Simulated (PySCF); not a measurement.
# Dipole moment and polarisability of `F[C@]([SiH3])(Cl)C[SiH3]`

Species: C2H8ClFSi2.
Numbering: `[F:1][C@:2]([SiH3:3])([Cl:4])[CH2:5][SiH3:6]` (hydrogens: H7, H8, H9 on Si3; H10, H11 on C5; H12, H13, H14 on Si6)

Structure used (GFN2-xTB), in Å, numbered top down from 1:
```xyz
14
C2H8ClFSi2 angstrom
F     -0.4933   -0.3752   -1.3567
C     -0.5334    0.2114   -0.1076
Si    -2.3541    0.1835    0.5386
Cl    -0.1082    1.9403   -0.3680
C      0.5130   -0.4355    0.7675
Si     2.3013   -0.1604    0.1392
H     -3.1721    0.8246   -0.4816
H     -2.3362    0.9150    1.8014
H     -2.7125   -1.2217    0.7275
H      0.3999   -0.0491    1.7801
H      0.2835   -1.5022    0.8025
H      3.1239   -1.1996    0.7635
H      2.3260   -0.2914   -1.3133
H      2.7616    1.1600    0.5648
```

Level: CAM-B3LYP/def2-SVPD (PySCF), static field, nuclei fixed, core orbitals frozen in the response. The polarisability tensor in these axes (au):

```
x   107.14  -0.86  -2.14
y    -0.86  90.44  -3.50
z    -2.14  -3.50  80.70
```

What are the eigenvalues, a third of the trace, and Δα (Δα² = ½Σ(αi − αj)² over the three pairs)?

Principal values 79.38, 91.56 and 107.33 au; mean 92.76 au = 13.75 Å³ = 15.29 × 10⁻⁴⁰ C²·m²/J; Δα = 24.27 au (26 % of the mean).

What is the dipole moment, and where does it point?

(-0.74, -0.96, 1.88) D, 2.23 D in size, pointing from the negative to the positive side. Measured along this direction, the outermost atoms are H13 at the negative end and H9 at the positive end.

Sum over states: ᾱ = Σ f/ω², ω in Eh. What share falls to these 8 lowest TDDFT singlets (eV, f)? 6.86, 0.0189; 7.53, 0.0041; 7.60, 0.0040; 7.98, 0.0274; 8.08, 0.0907; 8.16, 0.1390; 8.47, 0.1221; 8.57, 0.0599.

They add up to 5.16 au, 5.6 % of the 92.76 au; the largest single term is 1.54 au, from the state at 8.16 eV. Terms in order: 0.30, 0.05, 0.05, 0.32, 1.03, 1.54, 1.26, 0.60 au. Higher excitations give the rest. The strengths listed sum to 0.466.

Find the Langevin capture rate constant for O2+ (31.990 u) meeting this molecule (141.984 u), k = 2.342 × 10⁻⁹ cm³/s × √(α in Å³ / reduced mass in u).

The reduced mass is 26.11 u, so k = 1.70 × 10⁻⁹ cm³/s. The formula leaves out the permanent dipole, which adds to the capture rate.

Orientational against electronic polarisability at 400 K (dilute gas, rigid molecules)?

In Gaussian units μ²/3kT = 30.08 Å³ against 13.75 Å³, a ratio of 2.19; the Debye molar polarisation (4π/3)N_A(α + μ²/3kT) is 110.5 cm³/mol, leaving out the vibrational part.

Isolated species at its GFN2-xTB geometry (one conformer only).
